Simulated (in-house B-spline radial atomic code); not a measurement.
**RPA and G0W0 on LDA exchange-only: Ga IV (Ga3+)**

Configuration [Ar] 3d10, mean-field start LDA exchange-only. Computed with an all-electron radial atomic-structure program (B-spline basis): all electrons, scalar-relativistic (spin-free one-electron X2C), finite nucleus, each spin shell either full or empty, empty states to l = 9 with an (l + 1/2)⁻⁴ tail; G0W0 by contour deformation at full frequency.

Command:
```bash
python run_gw.py task.json out
```
Settings (radii: box in bohr, nucleus in fm):
```
Z                        31
electrons                28
configuration            [Ar] 3d10
hamiltonian              x2c
method                   lda,
lmax                     9
rms_radius               3.9973
spin_polarised           False
box_radius               14.14
intervals                69
```

Run time, properties included: 3.2 s on 1 thread of Arm Neoverse N1, on a shared host.

Energies (hartree):

| term | value |
| --- | --- |
| mean-field total | -1935.95362 |
| Hartree-Fock functional on these orbitals | -1940.20580 |
| direct second order | -2.5924 |
| second-order exchange | 0.74191 |
| SOSEX correction | 0.66904 |

What is the RPA correlation energy, and what remains with SOSEX?

RPA gives -2.1631 hartree (-2.1 eV per electron); RPA + SOSEX gives -1.494, and the second-order doubles -1.8505 hartree (no singles). SOSEX takes back 31 % of the RPA value.

Quasi-particle levels (eV):

```json
{"level": "3d", "occupied": "yes", "mean field": "-51.03", "Σx - vxc": "-15.93", "Σc": "?", "QP weight": "?", "G0W0": "?"}
{"level": "4s", "occupied": "no", "mean field": "-35.51", "Σx - vxc": "5.96", "Σc": "-1.55", "QP weight": "0.980", "G0W0": "-31.10"}
```

G0W0 = mean field + (Σx - vxc) + Σc, with Σc (partial-wave tail included) taken at the quasi-particle energy. Only the outer levels were computed. Levels of low weight are left out.

Where does G0W0 put 3d?

At -63.87 eV, with Σc = 3.08 eV and a quasi-particle weight of 0.902. The tabulated removal energy is 63.241 ± 0.009 eV (NIST, measured); the calculation leaves out spin-orbit coupling, Breit and QED terms, and what these don't explain is the method's own error.
